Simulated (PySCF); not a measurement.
Correlation energy of F⁺ (fluorine, charge +1)

[He] 2s2 2p4, high-spin 3P determinant. All numbers are calculated (PySCF 2.14, the spin-free X2C one-electron Hamiltonian (Gaussian nucleus), in Sapporo-DZP-2012). Frozen: 1s2; 6 electrons correlated.

MP2 pair energies summed by pair of shells (mhartree):

```
 pair  energy  share (%)
2p-2p  -50.84       47.0
2s-2p  -49.42       45.7
2s-2s   -7.93        7.3
```

Total MP2 correlation energy: -108.19 mhartree.

Same-spin part -27.71 and opposite-spin part -80.47 mhartree; SCS-MP2 scales them by 1/3 and 6/5 to -105.81 mhartree.

```
  level  correlation energy (mhartree)
   CCSD                        -123.14
    (T)                          -0.92
CCSD(T)                        -124.06
```

Diagnostics: T1 = 0.0041, D1 = 0.0074, largest double amplitude 0.042.

Q: Is a single reference adequate?

A: Yes: T1 lies below 0.03 and no double amplitude reaches 0.07.
